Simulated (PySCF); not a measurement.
C2H6N, doublet, at a GFN2-xTB geometry; HF/6-31G in PySCF.

Here is a job for PySCF.
```python
from pyscf import gto, scf

mol = gto.M(
    atom='''
C    -1.193133    0.229233   -0.143777
C     0.177988   -0.430284   -0.214540
N     1.146178    0.314101    0.456461
H    -1.931808   -0.367610   -0.672943
H    -1.149243    1.219699   -0.587877
H    -1.497333    0.337082    0.893529
H     0.120844   -1.461334    0.191989
H     0.465509   -0.587401   -1.274842
H     2.059649   -0.132835    0.404819
''',
    basis='6-31g',
    charge=0,
    spin=1,
    verbose=4,
)

mf = scf.UHF(mol)
mf.level_shift = 0.5
mf.max_cycle = 100
mf.kernel()
```

The log (banner, timings and long lists left out):

```
PySCF version 2.14.0

[INPUT] verbose = 4
[INPUT] num. atoms = 9
[INPUT] num. electrons = 25
[INPUT] charge = 0
[INPUT] spin (= nelec alpha-beta = 2S) = 1
[INPUT] symmetry False subgroup None
[INPUT] Mole.unit = angstrom
[INPUT] Symbol           X                Y                Z      unit          X                Y                Z       unit  Magmom
[INPUT]  1 C     -1.193133000000   0.229233000000  -0.143777000000 AA   -2.254694600181   0.433187588712  -0.271699153012 Bohr   0.0
[INPUT]  2 C      0.177988000000  -0.430284000000  -0.214540000000 AA    0.336348573459  -0.813118915782  -0.405421842764 Bohr   0.0
[INPUT]  3 N      1.146178000000   0.314101000000   0.456461000000 AA    2.165962510002   0.593564865452   0.862586276545 Bohr   0.0
[INPUT]  4 H     -1.931808000000  -0.367610000000  -0.672943000000 AA   -3.650588045244  -0.694682220651  -1.271677967443 Bohr   0.0
[INPUT]  5 H     -1.149243000000   1.219699000000  -0.587877000000 AA   -2.171754520574   2.304897064406  -1.110926524931 Bohr   0.0
[INPUT]  6 H     -1.497333000000   0.337082000000   0.893529000000 AA   -2.829549287273   0.636992661521   1.688525094356 Bohr   0.0
[INPUT]  7 H      0.120844000000  -1.461334000000   0.191989000000 AA    0.228362063797  -2.761521036515   0.362806628929 Bohr   0.0
[INPUT]  8 H      0.465509000000  -0.587401000000  -1.274842000000 AA    0.879684518520  -1.110027015296  -2.409102232093 Bohr   0.0
[INPUT]  9 H      2.059649000000  -0.132835000000   0.404819000000 AA    3.892172522734  -0.251021769757   0.764997040020 Bohr   0.0

nuclear repulsion = 76.391854339478
number of shells = 27
number of NR pGTOs = 90
number of NR cGTOs = 39
basis = 6-31g
ecp = {}

******** <class 'pyscf.scf.uhf.UHF'> ********
method = UHF
initial guess = minao
damping factor = 0
level_shift factor = 0.5
DIIS = <class 'pyscf.scf.diis.CDIIS'>
diis_start_cycle = 1
diis_space = 8
diis_damp = 0
SCF conv_tol = 1e-09
SCF conv_tol_grad = None
SCF max_cycles = 100
direct_scf = True
direct_scf_tol = 1e-13
number electrons alpha = 13  beta = 12
Set gradient conv threshold to 3.16228e-05
init E= -133.816224578774

cycle= 1 E= -133.465490726959  delta_E= 0.351  |g|= 0.339  |ddm|= 1.75
cycle= 2 E= -133.543524392023  delta_E= -0.078  |g|= 0.124  |ddm|= 0.336
cycle= 3 E= -133.557848557756  delta_E= -0.0143  |g|= 0.0656  |ddm|= 0.135
cycle= 4 E= -133.564038248633  delta_E= -0.00619  |g|= 0.0373  |ddm|= 0.0831
cycle= 5 E= -133.566663798682  delta_E= -0.00263  |g|= 0.0191  |ddm|= 0.0618
cycle= 6 E= -133.567389595213  delta_E= -0.000726  |g|= 0.00939  |ddm|= 0.0329
cycle= 7 E= -133.56756751052  delta_E= -0.000178  |g|= 0.00479  |ddm|= 0.0173
cycle= 8 E= -133.567613574048  delta_E= -4.61e-05  |g|= 0.00244  |ddm|= 0.0098
cycle= 9 E= -133.567625560403  delta_E= -1.2e-05  |g|= 0.0012  |ddm|= 0.0056
cycle= 10 E= -133.567628350094  delta_E= -2.79e-06  |g|= 0.000587  |ddm|= 0.00287
cycle= 11 E= -133.567628981769  delta_E= -6.32e-07  |g|= 0.00027  |ddm|= 0.00149
cycle= 12 E= -133.567629108144  delta_E= -1.26e-07  |g|= 0.00013  |ddm|= 0.000653
cycle= 13 E= -133.567629137006  delta_E= -2.89e-08  |g|= 5.79e-05  |ddm|= 0.000311
cycle= 14 E= -133.567629143025  delta_E= -6.02e-09  |g|= 2.63e-05  |ddm|= 0.000142
cycle= 15 E= -133.567629144323  delta_E= -1.3e-09  |g|= 1.21e-05  |ddm|= 6.88e-05
cycle= 16 E= -133.567629144609  delta_E= -2.85e-10  |g|= 5.9e-06  |ddm|= 3.44e-05
Extra cycle  E= -133.567629144675  delta_E= -6.64e-11  |g|= 2.67e-06  |ddm|= 1.71e-05
converged SCF energy = -133.567629144675  <S^2> = 0.75959405  2S+1 = 2.0095711
```
